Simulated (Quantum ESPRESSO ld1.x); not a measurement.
The numbers below are computed, except where a source is named.
Species: the sulfur ion S4+. Configuration: [Ne] 3s2. Code: ld1.x of Quantum ESPRESSO 7.5. Model: scalar-relativistic Kohn-Sham, BLYP, spin-unpolarised, spherical densities, point nucleus.

Unscreened Slater integrals over Kohn-Sham orbitals (eV). Empty in this configuration: 3p, 4s.

integral     value
F0(4s,4s)   7.7566
F0(4s,3p)   9.5250
G1(4s,3p)   1.0313
F0(4s,3s)   9.6508
G0(4s,3s)  0.73794
F0(4s,2p)   10.991
G1(4s,2p)  0.48406
F0(4s,2s)   10.928
G0(4s,2s)  0.37459
F0(3p,3p)   15.527
F2(3p,3p)   7.9439
F0(3p,3s)   16.073
G1(3p,3s)   10.774
F0(3p,2p)   20.945
F2(3p,2p)   4.0659
G0(3p,2p)   1.7075
G2(3p,2p)   1.7202
F0(3p,2s)   20.649
G1(3p,2s)   1.3198
F0(3s,3s)   16.695
F0(3s,2p)   22.046
G1(3s,2p)   1.8623
F0(3s,2s)   21.821
G0(3s,2s)   1.4832
F0(2p,2p)   56.805
F2(2p,2p)   26.289
F0(2p,2s)   53.706
G1(2p,2s)   31.800
F0(2s,2s)   51.661
